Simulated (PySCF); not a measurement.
Vertical excitations of a molecule C₃H₇NOSi from TDA-B3LYP/def2-SVPD in PySCF, as energy in eV (oscillator strength): 5.94 (0.002), 6.19 (0.000), 6.23 (0.002), 6.39 (0.018), 6.55 (0.004), 6.71 (0.001), 6.80 (0.054), 7.21 (0.011), 7.33 (0.026), 7.53 (0.027). Lowest triplet (TDA): 4.93 eV. Coordinates come from a B3LYP-D3(BJ)/def2-SVP optimisation. Other conformers were not sampled.

### Question
Which structure fits?
A) C/N=C1/OC[SiH2]1
B) C#C[Si@H](N)OC
C) C/C=N/C(=O)[SiH3]
D) C=C=C[Si@H](N)O

### Answer
B, C#C[Si@H](N)OC
